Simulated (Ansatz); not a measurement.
C$_{2}$H$_{6}$Se, triplet, at the geometry of the source list (a higher spin typed on purpose: for a closed-shell molecule this is an excited state), with bond 9-3 at 2.2 times its length; Ansatz (an electronic-structure program) with HF/6-31G.

Ansatz was given this input:
Ansatz 0.2 input:
```yaml
crystal:
  periodic: [false, false, false]
  atoms:
    - {symbol: C, position_ang: [1.45580000, -0.05290000, 0.03390000]}
    - {symbol: Se, position_ang: [0.05090000, 0.47070000, -1.21420000]}
    - {symbol: C, position_ang: [-1.45680000, 0.05700000, -0.04690000]}
    - {symbol: H, position_ang: [1.40210000, -1.12550000, 0.21030000]}
    - {symbol: H, position_ang: [2.41140000, 0.20450000, -0.41870000]}
    - {symbol: H, position_ang: [1.32730000, 0.49560000, 0.96530000]}
    - {symbol: H, position_ang: [-1.37990000, -0.97770000, 0.27740000]}
    - {symbol: H, position_ang: [-2.36800000, 0.20320000, -0.61720000]}
    - {symbol: H, position_ang: [-1.42644000, 1.52682000, 1.83850000]}
basis:
  gaussian:
    orbitals: 6-31G
hamiltonian:
  xc: hf
magnetization: {spin_polarized: true, initial_magnetization: 2}
scf: {lower_state_search: standard}
```

What does Ansatz print? Leave out banner, timings and long lists.


```
Functional definition: HF
698 factors; integrals over basis functions are off by at most 3.9e-4 eV
mean field evaluation 1: about -67441.0004 eV, gradient 1.5e1 eV
mean field evaluation 2: about -67441.0756 eV, gradient 1.5e1 eV
mean field evaluation 4: about -67443.4649 eV, gradient 3.1e0 eV
mean field evaluation 8: about -67443.9626 eV, gradient 5.1e-1 eV
mean field evaluation 16: about -67438.4586 eV, gradient 1.4e1 eV
mean field evaluation 32: about -67440.7319 eV, gradient 5.2e0 eV
mean field -67443.97332201 eV, -2478.5203044169 hartree, gradient 3.6e-5 eV, S^2 2.016721; 0 other end points of the search recorded, 0 dependent functions left out
reference -67443.97332201 eV, -2478.5203044169 hartree; 27, 25 occupied and 32, 34 virtual orbitals, 698 factors
Total energy: -67443.97332201 eV, -2478.5203044169 hartree
```
